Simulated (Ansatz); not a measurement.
CH7BrO2Si2 (`CO[Si](O)([SiH3])Br`), charge 0, multiplicity 1.

Q: Give a relaxed structure at PBE0-D4/def2-TZVP (Ansatz). (An estimate is asked.)

A: The calculation gave: 
```xyz
13

C    -1.498   -1.060   -1.078
O    -1.174   -0.615    0.222
Si   -0.147    0.586    0.615
O    -0.308    0.896    2.204
Si    2.099    0.137    0.170
Br   -0.739    2.384   -0.594
H    -1.913   -0.246   -1.680
H    -2.244   -1.850   -0.986
H    -0.620   -1.466   -1.591
H    -1.182    1.111    2.538
H     2.918    1.345    0.447
H     2.580   -0.999    1.000
H     2.228   -0.224   -1.267
```
This is one stationary point; other conformers may exist.
